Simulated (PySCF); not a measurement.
## Sr⁺ (strontium, charge +1) across methods

[Kr] 5p1, 2P determinant (an excited configuration). Computed with PySCF 2.14 in aug-cc-pVDZ-X2C, with the spin-free X2C one-electron Hamiltonian (Gaussian nucleus).

```csv
method,E (hartree),mean ε 4p α (eV),mean ε 4p β (eV),mean ε 5p α (eV),Σ⟨r²⟩ (bohr²),⟨S²⟩
PBE,-3178.57,-30.448,-30.382,-6.464,52.63,0.750
wB97M-V,-3178.71,-34.843,-34.769,-7.612,53.41,0.750
LC-wPBE,-3178.59,-35.467,-35.413,-8.080,53.89,0.750
UHF,-3177.06864,-37.147,-37.041,-7.679,55.80,0.750
LDA,-3174.77,-30.616,-30.553,-6.423,52.50,0.750
PBE0,-3178.65,-32.426,-32.350,-6.861,53.12,0.750
r2SCAN,-3178.94,-31.078,-31.052,-6.435,53.16,0.750
wB97X,-3179.02,-34.970,-34.950,-7.875,54.16,0.750
M06-2X,-3179.14,-33.967,-33.966,-7.214,52.30,0.750
```
